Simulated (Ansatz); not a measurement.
Stepwise reaction of `C[SiH](S)S` with water, as a gas-phase model of exchange steps in deposition or etching. ΔE in kJ/mol; ΔG adds harmonic PBE0-D4 terms to CCSD(T)/CBS, at 1 bar.

Gas-phase electronic energies from Ansatz, PBE0-D4/def2-TZVP geometries. CCSD(T)/CBS adds triple-zeta CCSD(T) − MP2 to the extrapolated MP2 energy (def2 sets, frozen cores). This one scheme is used for every species. Functionals use def2-TZVPP. B3LYP here is the variant with VWN-RPA as its local correlation; programs differ in this. One conformer a species, not always the lowest.

```
step                                 reaction  PBE-D4  B3LYP-D4  ωB97M-V  CCSD(T)/CBS  ΔG(400 K)
   1  `C[SiH](S)S` + H₂O → `C[SiH](O)S` + H₂S   -28.6     -41.0    -41.6        -36.3      -42.6
   2  `C[SiH](O)S` + H₂O → `C[SiH](O)O` + H₂S   -30.4     -43.5    -43.6        -39.9      -46.5
```

**Question.** By hand: ΔE of the 2 steps together at CCSD(T)/CBS.

**Answer.** (-36.3) + (-39.9) = -76.2 kJ/mol, or -38.1 kJ/mol a step.

In ΔE the steps differ by no more than 3.6 kJ/mol. All are downhill at CCSD(T)/CBS. ΔG lies between -46.5 and -42.6 kJ/mol a step. PBE-D4 differs from CCSD(T)/CBS by 7.7 to 9.5 kJ/mol a step. Isolated molecules leave out the surface, adducts and barriers. Largest T1 diagnostic: 0.011.
